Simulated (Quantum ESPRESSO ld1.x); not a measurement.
Results of a calculation; reference values are marked as such.
These are the eigenvalues of the occupied orbitals of an atom or ion with whole-number occupations (Ry). Code: ld1.x of Quantum ESPRESSO 7.5. Model: scalar-relativistic Kohn-Sham, LDA (Slater exchange, VWN5 correlation), spin-polarised, spherical densities, point nucleus.

1s up: -6815.41
1s down: -6815.40
2s up: -1352.09
2s down: -1351.80
2p up: -1179.28
2p down: -1179.03
3s up: -439.549
3s down: -439.349
3p up: -389.980
3p down: -389.767
3d up: -341.465
3d down: -341.199
4s up: -199.827
4s down: -199.132
4p up: -181.622
4p down: -180.939
4d up: -162.512

Which element is it, and in what charge state? The configuration may be excited. Open shells, if any, are filled with parallel spins first.

Answer. Z = 83, bismuth, charge +44: Bi44+ in [Kr] 4d3. The list shows which subshells hold electrons but not how many an open one holds; the 1s level, -3407.7 hartree, gives Z - s = 82.6 by -(Z - s)^2/2, which with screening and relativity narrows Z to a few neighbours, and the depths of the outer levels then fix element, charge and occupations together.
